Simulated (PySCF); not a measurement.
```xyz
4
charge 0 multiplicity 2, angstrom
Ti    0.0000    0.0000   -0.0135
H     1.7150    0.0000    0.2137
H    -0.8575    1.4852    0.2137
H    -0.8574   -1.4852    0.2137
```

Method: PySCF, UPBE0, basis Ti def2-TZVP, H def2-TZVP (no relativity, density fitting).

This geometry of TiH₃ is a stationary point at this level.

Question: What is the point group?

Answer: C3v.

Question: Is it a minimum?

Answer: Yes: all harmonic wavenumbers are real.

Question: List the harmonic modes with their infrared intensities.

Answer: 
```json
{"symmetry": "a1", "ω (cm⁻¹)": "194", "IR (km/mol, summed over degenerate members)": "438", "type": "bend"}
{"symmetry": "e", "ω (cm⁻¹)": "655", "IR (km/mol, summed over degenerate members)": "186", "type": "bend"}
{"symmetry": "e", "ω (cm⁻¹)": "1666", "IR (km/mol, summed over degenerate members)": "1165", "type": "stretch"}
{"symmetry": "a1", "ω (cm⁻¹)": "1700", "IR (km/mol, summed over degenerate members)": "11.4", "type": "stretch"}
```

Question: What are the dipole moment and the gap between the highest occupied and lowest empty levels of either spin?

Answer: 1.28 D and 4.20 eV.

In C3v the vibrations span 2a1 + 2e.

Other isomers or separated fragments may lie lower. Open d and f shells are described by one determinant, and the ground state may have another occupation or spin.
